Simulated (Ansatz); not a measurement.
GeH2O (SMILES [OH][GeH]) moved off its minimum; all values from Ansatz (a program for electronic structure), cores frozen in correlated methods.
(charge 0, multiplicity 1)
```xyz
4

Ge    -0.29919    -0.20843     0.26619
H     -1.49296    -0.06344    -0.81503
O      0.96389     0.60733    -0.65466
H      0.79446     1.08355    -1.58652
```

Forces at PBE/def2-TZVPP (eV/Å):

```tsv
atom	Fx	Fy	Fz
Ge1	-0.640	-0.504	0.533
H2	-0.176	0.057	-0.142
O3	0.555	2.032	-3.215
H4	0.261	-1.586	2.824
```

Q: Give the forces (eV/Å), the total energy and the dipole at CCSD(T)/aug-cc-pVTZ.

A: 
```
atom      Fx      Fy      Fz
----  ------  ------  ------
Ge1   -0.564  -0.324   0.215
H2    -0.028   0.035  -0.005
O3     0.279   2.082  -3.441
H4     0.313  -1.793   3.231
```
Energy -2151.8366 hartree, dipole 1.23 D.
